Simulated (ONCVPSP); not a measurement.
# manganese ONCV: all-electron and pseudo phase curves

```
Element                 : manganese (Mn)
Generator               : ONCVPSP 4.0.1
Type                    : optimised norm-conserving Vanderbilt (ONCV)
Functional              : PBE
Relativity              : scalar-relativistic
Frozen core             : [Ne]
Valence charge          : 15
Reference configuration : 3s2 3p6 3d5 4s1 (charge +1)
Partial waves           : 3s+4s: rc 1.15 bohr, ncon 4, nbas 8, qcut 8.6 1/bohr, 3 projectors, debl 0.7 Ha; 3p: rc 1.15 bohr, ncon 5, nbas 9, qcut 14.6 1/bohr, 3 projectors, debl 3.4 Ha; 3d: rc 0.95 bohr, ncon 4, nbas 8, qcut 9.6 1/bohr, 2 projectors, debl 3.6 Ha
Local potential         : polynomial inside 0.90 bohr (lpopt 1, dvloc0 3 Ha)
Core correction         : Teter function, fcfact 3.25, rcfact 1.55
```

The phase is arctan(r·R′/R) of the radial function R(r), unwrapped; energies in Ha, scanned from -5 to 5 Ha. A pole is an energy at which the radial function vanishes at the test radius. The pseudo phase is shifted by a multiple of π to meet the all-electron one at the reference energy, and phase errors are pseudo minus all-electron; the curves can meet again beyond the range given. Levels narrower than the energy grid can be missing from the lists of poles.

| channel | radius (bohr) | reference energy (Ha) | poles, all-electron | poles, pseudo | unbroken range about the reference energy with phases within 0.05 rad | phase error 1 Ha above the reference energy (rad) |
| --- | --- | --- | --- | --- | --- | --- |
| s | 1.17 | -0.44 | -1.73 | -1.73 | the whole range | +0.000 |
| p | 1.17 | -2.31 | -0.43 | -0.43 | the whole range | -0.000 |
| d | 0.97 | -0.55 | 2.96 | 2.96 | the whole range | +0.000 |

Note: ghosts flagged at negative energy: s at -5069.1 eV; GHOST(+) flags only above 600 eV. A true bound ghost makes a file unfit for plane-wave use.

Phases in the s channel:

| E (Ha) | all-electron | pseudo |
| --- | --- | --- |
| -4.96 | -0.025 | -0.025 |
| -4.72 | -0.314 | -0.314 |
| -4.48 | -0.587 | -0.587 |
| -4.24 | -0.814 | -0.814 |
| -4.00 | -0.989 | -0.989 |
| -3.76 | -1.122 | -1.122 |
| -3.52 | -1.223 | -1.223 |
| -3.28 | -1.302 | -1.302 |
| -3.04 | -1.365 | -1.365 |
| -2.80 | -1.417 | -1.417 |
| -2.56 | -1.460 | -1.460 |
| -2.32 | -1.497 | -1.497 |
| -2.08 | -1.530 | -1.530 |
| -1.84 | -1.558 | -1.558 |
| -1.60 | -1.584 | -1.584 |
| -1.36 | -1.608 | -1.608 |
| -1.12 | -1.630 | -1.630 |
| -0.88 | -1.651 | -1.651 |
| -0.64 | -1.672 | -1.672 |
| -0.40 | -1.692 | -1.692 |
| -0.16 | -1.711 | -1.711 |
| 0.08 | -1.730 | -1.730 |
| 0.32 | -1.750 | -1.750 |
| 0.56 | -1.770 | -1.770 |
| 0.80 | -1.791 | -1.791 |
| 1.04 | -1.813 | -1.813 |
| 1.28 | -1.837 | -1.837 |
| 1.52 | -1.862 | -1.862 |
| 1.76 | -1.890 | -1.890 |
| 2.00 | -1.920 | -1.920 |
| 2.24 | -1.954 | -1.954 |
| 2.48 | -1.992 | -1.992 |
| 2.72 | -2.035 | -2.035 |
| 2.96 | -2.086 | -2.086 |
| 3.20 | -2.145 | -2.145 |
| 3.44 | -2.215 | -2.215 |
| 3.68 | -2.300 | -2.300 |
| 3.92 | -2.403 | -2.402 |
| 4.16 | -2.527 | -2.527 |
| 4.40 | -2.677 | -2.677 |
| 4.64 | -2.853 | -2.853 |
| 4.88 | -3.050 | -3.050 |
